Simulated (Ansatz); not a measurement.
The geometry has D3d symmetry (within 0.05 Å) and had no frequency check at the DFT level, so a distortion to lower symmetry isn't ruled out.

B3LYP has the VWN-RPA correlation part, as in Gaussian. 

## buckled As flake of 1 rings `[AsH]1[AsH][AsH][AsH][AsH][AsH]1` (charge 0, multiplicity 1)

Computed with B3LYP-D3(BJ)/def2-SVP // PBE-D3(BJ)/def2-SVP (Ansatz, a quantum-chemistry and plane-wave program).

```yaml
HOMO: -6.17 eV
dipole_moment: 0.00 D
LUMO: -1.17 eV
HOMO–LUMO gap: 5.00 eV
vertical ionisation energy (Delta-SCF): 7.81 eV
total_energy: -365111.06 eV
```

Bonds (Å): As1–As2 2.495, As1–As6 2.495, As1–H7 1.548, As2–As3 2.495, As2–H8 1.548, As3–As4 2.495, As3–H9 1.548, As4–As5 2.495, As4–H10 1.548, As5–As6 2.495, As5–H11 1.548, As6–H12 1.548. Bond angles (°): As2–As1–As6 92.4, As2–As1–H7 90.9, As6–As1–H7 90.9, As1–As2–As3 92.4, As1–As2–H8 90.9, As3–As2–H8 90.9, As2–As3–As4 92.4, As2–As3–H9 90.9, As4–As3–H9 90.9, As3–As4–As5 92.4, As3–As4–H10 90.9, As5–As4–H10 90.9, As4–As5–As6 92.4, As4–As5–H11 90.9, As6–As5–H11 90.9, As1–As6–As5 92.4, As1–As6–H12 90.9, As5–As6–H12 90.9.
Charge 0, spin multiplicity 1.
